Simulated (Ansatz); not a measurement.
Reaction (ligand exchange at the Si–O bond): `[SiH3]O[Si]O[SiH3]` + `[OH][Zn][O][SiH3]` → `[SiH3][O][Zn][O][SiH3]` + `O[Si]O[SiH3]`

Calculated with Ansatz (gas phase, PBE0-D4/def2-TZVP geometries, no zero-point term in ΔE). CCSD(T)/CBS adds triple-zeta CCSD(T) − MP2 to the extrapolated MP2 energy (def2 sets, frozen cores). This one scheme is used for every species. For Zn outer-core shells are correlated without core-valence functions, which leaves a few kJ/mol of doubt a bond. Scalar relativity is left out up to krypton. Each species was taken in one conformer, which may not be the lowest.

`[SiH3]O[Si]O[SiH3]`:

Z-matrix (Å, degrees):
```
Si
O 1 1.643
H 1 1.483 2 108.8
H 1 1.486 2 110.6 3 -120.2
H 1 1.483 2 108.8 3 119.6
Si 2 1.640 1 146.7 3 120.1
O 6 1.640 2 100.5 1 179.9
Si 7 1.643 6 146.7 2 -180.0
H 8 1.483 7 108.8 6 120.1
H 8 1.483 7 108.8 6 -120.3
H 8 1.486 7 110.6 6 -0.1
```

`[OH][Zn][O][SiH3]`:

```xyz
8

O     0.943   -2.741   -1.483
Zn    0.366   -1.169   -0.936
O    -0.334    0.384   -0.517
Si   -0.629    1.377    0.733
H     1.832   -2.969   -1.203
H    -1.404    2.552    0.252
H    -1.413    0.697    1.804
H     0.638    1.868    1.349
```

`[SiH3][O][Zn][O][SiH3]`:

Cartesian coordinates in Å:
```
Si -0.113 0.967 -2.933
O -0.159 1.360 -1.356
Zn 0.048 0.696 0.250
O 0.263 0.171 1.906
Si 0.103 -1.123 2.877
H 1.259 0.564 -3.353
H -0.532 2.144 -3.738
H -1.029 -0.170 -3.237
H 0.909 -2.276 2.384
H 0.568 -0.765 4.242
H -1.318 -1.569 2.958
```

`O[Si]O[SiH3]`:

Cartesian coordinates in Å:
```
O -2.502 0.016 -1.219
Si -0.915 -0.181 -1.597
O -0.206 -0.004 -0.111
Si 1.262 -0.005 0.634
H -2.735 0.183 -0.300
H 1.474 1.316 1.276
H 2.347 -0.257 -0.350
H 1.274 -1.069 1.668
```

| level | ΔE (kcal/mol) |
| --- | --- |
| MP2/def2-TZVPP | -3.1 |
| SCS-MP2/def2-TZVPP | -3.2 |

Question: What does CCSD(T)/CBS give? (Best estimate.)

Answer: Ansatz gave: -2.8 kcal/mol. The listed levels differ from it by -0.3, -0.4 kcal/mol.

Largest T1 diagnostic among the species: 0.016.

From PBE to PBE0 (25 % exact exchange), in def2-TZVPP and without D4, ΔE moves by −0.8 kcal/mol. Leaving LDA and LC-ωPBE aside and taking each functional with its dispersion term where it has one, the values, not all of them listed here, spread over 2.1 kcal/mol, from PBE-QIDH to BLYP-D4. At CCSD(T), def2-SVP lies −4.3 kcal/mol from the extrapolated value and def2-TZVPP −0.4 kcal/mol.
